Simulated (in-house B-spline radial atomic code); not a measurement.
A fraction x of an electron is removed from 4d in Tc+, starting from [Kr] 4d5 5s1 and keeping the highest spin. Method: non-relativistic TPSSh, spin-polarised, spherical fractional occupations, point nucleus. Calculated with a B-spline radial code for spherical atoms.

Caution: exact exchange at fractional occupations of open shells leaves self-interaction of up to several eV.

```
   x  E(x) - E(0) (eV)  4d up level (eV)
   0            0.0000           -16.438
0.11            1.8741           -17.639
0.18                 ?                 ?
0.31            5.6241           -19.871
0.38            7.0428           -20.666
 0.5            9.6053           -22.045
0.53           10.2718           -22.393
0.71           14.4921           -24.506
0.78           16.2366           -25.340
0.96                 ?                 ?
   1           22.1029           -28.001
```

Task: What belongs in the row x = 0.18?

Result: An energy change of 3.1359 eV; 4d up at -18.413 eV.

Task: What belongs in the row x = 0.96?

Result: An energy change of 20.9927 eV; 4d up at -27.512 eV.

Task: Check Janak's theorem between x = 0.31 and 0.38.

Result: The slope of the energy is 20.27 eV; the orbital levels give 20.27 eV (-ε of the emptying orbital, averaged over the two points).
